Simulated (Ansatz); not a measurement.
SiFCl2Br, SMILES F[Si](Cl)(Cl)Br.

Geometry optimised at ωB97X-D3(BJ)/def2-SVP.

Two levels are set side by side: PBE/def2-SVPD (Ansatz, a quantum-chemistry and plane-wave program) and CAM-B3LYP/def2-SVPD (Ansatz). Energy differences of separate SCF runs at the same geometry; the states with an electron removed or added have multiplicity 2 and 2. Differences are taken from unrounded values.

| quantity | PBE |
|---|---|
| vertical ionisation energy (eV) | 10.87 |
| vertical singlet–triplet gap (eV) | 5.98 |

Problem. These are the PBE values. What does CAM-B3LYP give? (The exact figures need the calculation; the answer reports its results.)

Solution. 
```json
[
 {"quantity": "vertical ionisation energy (eV)", "CAM-B3LYP": "11.63", "PBE minus CAM-B3LYP": "-0.76"},
 {"quantity": "vertical singlet–triplet gap (eV)", "CAM-B3LYP": "6.74", "PBE minus CAM-B3LYP": "-0.75"}
]
```
